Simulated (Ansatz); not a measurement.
System: MnF (charge 0, septet). The spin state was set by rule; other spins were not relaxed. SMILES: [F][Mn]
Geometry from a B3LYP-D3(BJ)/def2-TZVP (Ansatz, a first-principles code) optimisation:
```
Mn
F 1 1.8392
```
Charge 0, spin multiplicity 7.

Property: atomisation energy (electronic, to ground-state atoms), in eV. Cores are frozen in the correlated levels unless marked. UHF or UKS for open shells. No spin-orbit coupling. The frozen core is the preceding noble-gas configuration, with the filled d and f shells of earlier blocks. No relativistic terms. FCI takes restricted orbitals. The coupled-cluster limit lacks core correlation, which all-electron functionals hold. CBS(X,Y): correlation extrapolated as X^-3; Hartree-Fock from the larger set.

```csv
level,program,atomisation energy (eV)
HF/def2-SVP,Ansatz,3.22
HF/def2-TZVPPD,Ansatz,3.51
revPBE/def2-TZVPD,Ansatz,5.01
B3LYP-D3(BJ)/def2-TZVPD,Ansatz + dftd3,4.60
B3LYP-D4/def2-TZVPD,Ansatz + dftd4,4.62
PBE0-D3(BJ)/def2-TZVP,Ansatz + dftd3,4.72
PBE0/def2-TZVPD,Ansatz,4.80
```

Task: What does CCSD(T)/CBS(def2-TZVPPD,def2-QZVPPD) (Ansatz) give?

Result: 4.70 eV
